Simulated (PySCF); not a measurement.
C7H8F (doublet state).
Structure used (GFN2-xTB), in Å, numbered top down from 1:
```xyz
16
C7H8F angstrom
C      2.2930    1.4319   -0.7421
C      1.5982    0.4595   -0.8000
C      0.7495   -0.7168   -0.8433
C     -0.1693   -0.7629    0.3603
C      0.0499   -1.7130    1.3279
F      1.0430   -2.6160    1.2278
C     -1.2080    0.1399    0.4910
C     -1.5374    1.1936   -0.4998
H      2.9096    2.2796   -0.7034
H      0.1560   -0.6981   -1.7618
H      1.3861   -1.6047   -0.8593
H     -0.5336   -1.8359    2.2249
H     -1.8433    0.0603    1.3606
H     -2.0468    2.0239   -0.0159
H     -2.2113    0.8017   -1.2685
H     -0.6434    1.5658   -0.9964
```

The hyperfine couplings belong to this conformer and change with its torsions.

The species is `C#CC/C([CH]F)=C\C` [radical].

Theory: UKS B3LYP, pcH-1 on C F H, non-relativistic, mean-field spin-orbit, GIAO (PySCF 2.14.0). The structure is a single GFN2-xTB conformer in the gas phase; no vibrational or solvent corrections. Couplings are sensitive to structure, and on GFN2-xTB geometries they can be far from those on DFT ones. No stability test was run, so a lower SCF solution isn't excluded. ⟨S²⟩ is 0.777 where a pure state has 0.75.

Task: Where do the isotropic ENDOR lines of C5, C7, C4, C8, C2, F6, H14/H15/H16, H12, H13 and H10/H11 fall at 345.5 mT, to first order?

Result: For S = 1/2 in fast tumbling each set of equivalent nuclei gives two lines, ν± = |νn ± a/2| to first order, with νn = g_N μN B/h and μN/h = 7.62259 MHz/T.

| nuclei | isotope | g_N | νn (MHz) | a_iso (MHz) | lower line (MHz) | upper line (MHz) |
| --- | --- | --- | --- | --- | --- | --- |
| C5 | 13C | 1.4048 | 3.70 | 62.26 | 27.43 | 34.83 |
| C7 | 13C | 1.4048 | 3.70 | 58.95 | 25.78 | 33.18 |
| C4 | 13C | 1.4048 | 3.70 | -50.95 | 21.78 | 29.18 |
| C8 | 13C | 1.4048 | 3.70 | -23.59 | 8.10 | 15.50 |
| C2 | 13C | 1.4048 | 3.70 | -12.94 | 2.77 | 10.17 |
| F6 | 19F | 5.2577 | 13.85 | 95.65 | 33.98 | 61.67 |
| H14/H15/H16 | 1H | 5.5857 | 14.71 | 53.01 | 11.79 | 41.21 |
| H12 | 1H | 5.5857 | 14.71 | -42.54 | 6.56 | 35.98 |
| H13 | 1H | 5.5857 | 14.71 | -41.62 | 6.10 | 35.52 |
| H10/H11 | 1H | 5.5857 | 14.71 | -7.27 | 11.08 | 18.34 |

The rows for 13C, of low natural abundance, apply to labelled samples.

Task: Which pairs are centred on the nuclear Larmor frequency, and which on half the coupling?

Result: Centred on νn, since |a| < 2νn: H10/H11. Centred on |a|/2 and split by 2νn: C5, C7, C4, C8, C2, F6, H14/H15/H16, H12 and H13.

Task: At what field would the lower line of F6 fall to zero frequency?

Result: Where νn = |a|/2, that is B = 47.83 MHz/(5.2577 × 7.62259 MHz/T) = 1190 mT, as far as first order holds there.

Nuclei that the bonding pattern makes equivalent are averaged, as if the motion that swaps them (rotation, inversion, ring flip) were fast. The three 1H nuclei of mean +53.0 MHz run from 23.8 to 104.8 MHz in the frozen geometry. The 1H value of -7.3 MHz is a mean of couplings from -12.1 to -2.4 MHz in this one geometry, not an average over conformers.

The largest Mulliken spin populations are on C7 (+0.68), C5 (+0.58) and C4 (-0.25). The angles at C7 add up to 360.0°, so it is planar; its axial dipolar tensor and the negative coupling of its proton fit spin in a p orbital normal to that plane.
